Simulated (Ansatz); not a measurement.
C2H6ClIn (`C[CH2][InH][Cl]`). Charge 0, multiplicity 1. In: def2 effective core potential. All single points use the PBE0-D4/def2-TZVP geometry. It is one conformer, not always the lowest.

```xyz
10

C     0.131    1.268   -0.388
C     0.260   -0.202   -0.756
In   -0.284   -1.547    0.828
Cl   -0.933   -0.342    2.753
H     0.421    1.909   -1.226
H    -0.892    1.530   -0.110
H     0.762    1.531    0.464
H    -0.368   -0.457   -1.615
H     1.284   -0.455   -1.045
H    -0.383   -3.233    1.095
```

**Question.** What is the dipole moment at ωB97M-V/def2-TZVPP? (Best estimate.)

**Answer.** Ansatz gave: 3.48 D, with components (1.07, -0.94, -3.18) D in this frame, pointing from negative to positive charge.

**Question.** And with PBE, r2SCAN, B3LYP? (Best estimate.)

**Answer.** Ansatz gave: PBE 3.37 D, r2SCAN 3.49 D, B3LYP 3.48 D.

**Question.** Give the Mulliken charges with ωB97M-V, B3LYP, r2SCAN in def2-TZVPP. (Best estimate.)

**Answer.** Computed: 
```json
{"atom": "C1", "ωB97M-V": "-0.31", "B3LYP": "-0.24", "r2SCAN": "-0.11"}
{"atom": "C2", "ωB97M-V": "-0.43", "B3LYP": "-0.37", "r2SCAN": "-0.31"}
{"atom": "In3", "ωB97M-V": "0.62", "B3LYP": "0.70", "r2SCAN": "0.68"}
{"atom": "Cl4", "ωB97M-V": "-0.41", "B3LYP": "-0.44", "r2SCAN": "-0.44"}
{"atom": "H5", "ωB97M-V": "0.11", "B3LYP": "0.09", "r2SCAN": "0.04"}
{"atom": "H6", "ωB97M-V": "0.11", "B3LYP": "0.09", "r2SCAN": "0.05"}
{"atom": "H7", "ωB97M-V": "0.11", "B3LYP": "0.09", "r2SCAN": "0.05"}
{"atom": "H8", "ωB97M-V": "0.13", "B3LYP": "0.10", "r2SCAN": "0.07"}
{"atom": "H9", "ωB97M-V": "0.13", "B3LYP": "0.10", "r2SCAN": "0.07"}
{"atom": "H10", "ωB97M-V": "-0.07", "B3LYP": "-0.12", "r2SCAN": "-0.11"}
```

B3LYP here is the variant with VWN-RPA as its local correlation; programs differ in this.
